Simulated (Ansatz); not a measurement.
```yaml
crystal:
  periodic: [false, false, false]
  atoms:
    - {symbol: Ga, position_ang: [1.148291, 1.672968, -0.296814]}
    - {symbol: Br, position_ang: [2.713669, 0.759662, 1.141618]}
    - {symbol: Br, position_ang: [1.717147, 3.563498, -1.456991]}
    - {symbol: S, position_ang: [-0.695329, 2.118681, 1.094897]}
    - {symbol: Ga, position_ang: [-1.830458, 0.031113, 1.400709]}
    - {symbol: Br, position_ang: [-3.159658, -0.187636, -0.462359]}
    - {symbol: Br, position_ang: [-2.743870, 0.092255, 3.495995]}
    - {symbol: S, position_ang: [-0.217506, -1.697216, 1.369119]}
    - {symbol: Ga, position_ang: [0.411953, -2.031341, -0.886059]}
    - {symbol: Br, position_ang: [-1.158789, -3.351250, -1.890482]}
    - {symbol: Br, position_ang: [2.611375, -2.691107, -0.921436]}
    - {symbol: S, position_ang: [0.326518, 0.138205, -1.897156]}
    - {symbol: H, position_ang: [-1.534607, 2.522074, 0.108044]}
    - {symbol: H, position_ang: [0.876501, -0.950575, 1.702216]}
    - {symbol: H, position_ang: [1.534765, 0.010659, -2.501291]}
basis:
  gaussian: {orbitals: def2-SVPD, fitting: {mean_field: def2-universal-jkfit}}
hamiltonian: {xc: {name: PBE0}, dispersion: d2}
scf: {omitted_lower_state_checks: [starts]}
output: {forces: true}
```

```sh
$ ansatz run in.yaml --threads 2 --pin off --events-out ev --progress --plain --max-ram 32768MiB --backend cuda --devices 0, --max-vram 18GiB
```

It prints (some lines left out):

```
Error: YAML parse error: error: line 21 column 45: hamiltonian.dispersion: `d2` is not `none`, `rvv10`, `d3bj`, `d3bjatm`, `d4` or a map `{method: …, s8: …, a1: …, a2_bohr: …}` (numbers without units, a2 in bohr) or `{method: …, functional: …}`
19 | basis:
20 |   gaussian: {orbitals: def2-SVPD, fitting: {mean_field: def2-universal-jkfit}}
21 | hamiltonian: {xc: {name: PBE0}, dispersion: d2}
22 | scf: {omitted_lower_state_checks: [starts]}
23 | output: {forces: true}
```

Task: What is wrong with this run?

Result: The program holds no damping parameters for this pairing of functional and dispersion term, so they'd have to be typed. The input was rejected before any iteration.
